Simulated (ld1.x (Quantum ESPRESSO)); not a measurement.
**Transferability test, TM potential for silicon (Si)**

| Item | Value |
| --- | --- |
| Element | Si |
| Generator | ld1.x (Quantum ESPRESSO) 7.5 |
| Type | norm-conserving Troullier–Martins (Kleinman–Bylander form) |
| Functional | LDA (PZ) |
| Relativity | scalar-relativistic |
| Frozen core | [He] |
| Valence charge | 12 |
| Reference configuration | 2s2 2p6 3s1 3p3 |
| Partial waves | 2p (bound): rc 0.55 bohr; 3d channel at 0.5 Ry: rc 0.90 bohr; 2s (bound): rc 0.90 bohr |
| Local potential | the s channel |
| Core correction | a·sin(br)/r model core inside 0.35 bohr |

Occupied shells without a wave of their own: 3p, 3s. They enter only through the test configuration that unscreens the potential, and ld1.x also counts them in the model core charge.

Energies are relative to the spin-unpolarised reference configuration 2s2 2p6 3s1 3p3; without spin polarisation the order of configurations can differ from experiment. Spin-polarised rows fill each open shell by Hund’s rule, majority spin first. Not all tests gave a result: 1 of 9 tests not solved or not reliable.

ld1.x takes every shell without a wave as core, so the model core holds the 3p, 3s electrons as well and exchange and correlation see them twice. This cancels in the reference configuration, but the file is broken for other ones, and its errors say nothing about a proper core correction.

| valence configuration | charge | ΔE all-electron (eV) | error AE − PS (meV) |
| --- | --- | --- | --- |
| 2s2 2p6 3s2 3p2 | 0 | -6.807 | +392 |
| 2s2 2p6 3s2 3p1 | +1 | 1.022 | +81 |
| 2s2 2p6 3s0 3p0 | +4 | 96.380 | -5632 |
| 2s2 2p6 3s1 3p2 | +1 | 8.436 | -313 |
| 2s2 2p5 3s2 3p2 | +1 | 103.276 | +716 |
| 2s2 2p6 3s2 3p2.3 | -0.3 | -7.763 | +414 |
| 2s2 2p6 3s1 3p3 (spin-polarised) | 0 | -3.073 | -1149 |
| 2s2 2p6 3s2 3p2 (spin-polarised) | 0 | -7.418 | +194 |

These tests converged, but a pseudo level misses the all-electron one widely, so the file describes the atom poorly there or has found another state: 2s2 2p6 3s0 3p0: empty 3s by 5.1 eV.

The potential misses its own reference levels by up to 0.5 eV.
